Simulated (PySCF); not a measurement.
## Structure revision by computed shifts

A compound C7H11F gives the data below (simulated from a calculation) and was assigned the structure `C[C@@H]1C[C@]12C[C@@]2(C)F`.

¹³C{¹H} NMR (computed): δ 106.0 (C), 43.0 (CH2), 35.9 (CH), 35.5 (CH2, 2C), 32.2 (CH2, 2C).

¹H NMR (300 MHz, computed): δ 1.97 (m, 2H), 1.90 (m, 2H), 1.86 (m, 1H), 1.61 (m, 2H), 1.45 (m, 2H), 1.41 (m, 2H).

[PySCF: structure optimised with GFN2-xTB; PBE0/pcSseg-1 with gauge-including orbitals; a single conformation; isolated molecule; non-relativistic; rapidly exchanging positions averaged]

Shifts are taken against calculated references (same method and geometry level): TMS for ¹H, ¹³C.

**Question.** Compare with the shifts computed for the proposed structure, pairing carbons in order of shift.

**Answer.** Mapped SMILES: `[CH3:1][C@@H:2]1[CH2:3][C@:4]12[CH2:5][C@@:6]2([CH3:7])[F:8]`. Each H is labelled by its parent atom.

| atom | computed for proposal | given list | difference |
| --- | --- | --- | --- |
| C6 | 82.3 | 106.0 | -23.7 |
| C4 | 26.3 | 43.0 | -16.7 |
| C7 | 22.2 | 35.9 | -13.7 |
| C1 | 18.3 | 35.5 | -17.2 |
| C5 | 17.7 | 35.5 | -17.8 |
| C2 | 16.2 | 32.2 | -16.0 |
| C3 | 15.8 | 32.2 | -16.4 |

The rms difference is 17.6 ppm and the largest -23.7 ppm at C6 (three-membered-ring carbon). The proposal also would give 7 carbon signals, not 5. The carbon types in order of shift don't match either: C, C, CH3, CH3, CH2, CH, CH2 for the proposal against C, CH2, CH, CH2, CH2, CH2, CH2 in the data. The proposal doesn't fit.

**Question.** Which isomer fits?

**Answer.** 1-fluorobicyclo[2.2.1]heptane.

- Carbon types of the structure: 1 × C, 1 × CH, 5 × CH2, which accounts for all hydrogens.
- δC 106.0: fully substituted sp3 carbon bonded to F; the inductive effect lowers its shielding.
- δC 43.0, 35.5, 32.2: sp3 CH2 in a ring; aliphatic region, no heteroatom directly attached.
- δC 35.9: sp3 CH in a ring; aliphatic region, no heteroatom directly attached.
- δH 1.86: hydrogen on an sp3 CH in a ring; far from electronegative atoms and π systems.

The shifts were computed for this structure.

Splittings by ¹⁹F in the carbon and heteronuclear signals aren't shown, as no couplings were computed. Shifts are as computed. Against solution values, carbons near 30 ppm lie about +3 ppm off and those near 130 ppm about +5 ppm. Of 1211 compounds with measured shifts, 218 miss one by over three times the rms of a fit or turn the order of signals round; such compounds aren't used in these exercises. No couplings were computed; multiplicities are counted from neighbouring protons, with m where these are inequivalent, close in shift, in a saturated or five-membered ring or joined by F or P, and br s for small geminal =CH2 splittings.
